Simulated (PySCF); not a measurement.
## In²⁺: interval between two levels

In²⁺ [Kr] 4d10 5s1 [2S1/2, M_J = 1/2] → In²⁺ [Kr] 4d9 5s1 5p1 [4F9/2, M_J = 9/2], as a difference of total energies. All numbers are calculated (PySCF 2.14, the two-component X2C-1e Hamiltonian, in x2c-TZVPall-2c with one added diffuse shell each of s, p, d, f type (9s10p6d3f, 90 functions)). Correlated levels: [Ar] 3d10 frozen; the 6 highest virtual spinors dropped. "Screened" scales the spin-orbit matrix elements by Boettger's factors to mimic the two-electron term; Breit and QED terms are absent.

| method | interval between two levels (cm⁻¹) |
| --- | --- |
| GHF (spin-free) | 161940 |
| GMP2 (spin-free) | 169320 |
| GHF (screened spin-orbit) | 160650 |
| GMP2 (screened spin-orbit) | 168020 |

The labels give the starting determinants; with spin-orbit coupling the two ends relaxed to ⟨J²⟩ = 0.75, ⟨L²⟩ = 0.02, ⟨S²⟩ = 0.77 and ⟨J²⟩ = 24.76, ⟨L²⟩ = 12.03, ⟨S²⟩ = 3.77.
